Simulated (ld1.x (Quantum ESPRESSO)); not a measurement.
## arsenic (As), TM: configuration errors across variants

| Item | Value |
| --- | --- |
| Element | arsenic (As) |
| Generator | ld1.x (Quantum ESPRESSO) 7.5 |
| Type | norm-conserving Troullier–Martins (Kleinman–Bylander form) |
| Functional | PBEsol |
| Relativity | non-relativistic |
| Frozen core | [Ar] |
| Valence charge | 15 |
| Reference configuration | 3d10 4s2 4p3 |
| Partial waves | 4s (bound): rc 1.75 bohr; 4p (bound): rc 2.15 bohr; 3d (bound): rc 0.55 bohr |
| Local potential | all-electron potential smoothed inside 1.20 bohr (lloc = -1) |
| Core correction | none |

All-electron excitation energies from the reference (eV): (1) 3d10 4s2 4p2 9.188; (2) 3d10 4s2 4p1 27.137; (3) 3d10 4s2 4p0 54.831; (4) 3d10 4s1 4p3 18.773; (5) 3d10 4s2 4p3.3 -1.245.

Tests that are not counted but printed errors over 1 eV. “base”: 3d9 4s2 4p4 (solver errors, printed error -11.1 eV); 3d10 4s1 4p0 (solver errors, printed error -8.0 eV). “wave 3d (bound): rc 0.55 bohr becomes 3d (bound): rc 0.70 bohr”: 3d9 4s2 4p4 (solver errors, printed error -2121 eV); 3d10 4s1 4p0 (solver errors, printed error -6.6 eV). “wave 4p (bound): rc 2.15 bohr becomes 4p (bound): rc 1.92 bohr”: 3d9 4s2 4p4 (solver errors, printed error -15.1 eV); 3d10 4s1 4p0 (pseudo-atom not self-consistent, printed error -53.5 eV).

3 further variants failed, have other tests or another functional or relativity, and are left out.

A true bound ghost makes a file unfit for plane-wave use even where its test errors are small: the radial tests pick states by their node count and pass the ghost by. Where a test does run into it, the solver fails or the error is huge.

Errors AE − PS in meV (a dash: test not solved or not reliable):

```csv
change,(1),(2),(3),(4),(5),bound ghosts
base,+0.7,-2.7,-35,+7.9,+0.1,s
wave 3d (bound): rc 0.55 bohr becomes 3d (bound): rc 0.70 bohr,+0.7,-2.7,-34,+8.0,+0.1,s
wave 4p (bound): rc 2.15 bohr becomes 4p (bound): rc 1.92 bohr,+0.7,-1.7,-27,+6.0,+0.1,s
"all radii scaled by about 1.12 (s 1.96, p 2.42, d 0.62 bohr); local potential all-electron potential smoothed inside 1.34 bohr (lloc = -1)",+5.0,+32,+116,+18,+0.2,s
local potential all-electron potential smoothed inside 1.08 bohr (lloc = -1),+1.8,+4.1,-15,+11,+0.1,s
wave 4s (bound): rc 1.75 bohr becomes 4s (bound): rc 1.08 bohr,-2.1,-22,-103,-3.8,0.0,s
"type ultrasoft; waves now 4s (bound): rcut 1.50, rcutus 1.75 bohr; 4s channel at 2.8 Ry: rcut 1.50, rcutus 1.75 bohr; 4p (bound): rcut 1.85, rcutus 2.15 bohr; 4p channel at 3.1 Ry: rcut 1.85, rcutus 2.15 bohr; 3d (bound): rcut 0.50, rcutus 0.55 bohr; 3d channel at -1.9 Ry: rcut 0.50, rcutus 0.55 bohr; local potential all-electron potential smoothed inside 0.90 bohr (lloc = -2); augmentation PSQ, inside the norm-conserving radii",-0.7,-5.3,-17,+1.2,0.0,none
```

Task: Give the same row for: local potential the s channel.

Result: -1.8, -6.5, -0.6, -4.9, -0.1; bound ghosts: p.
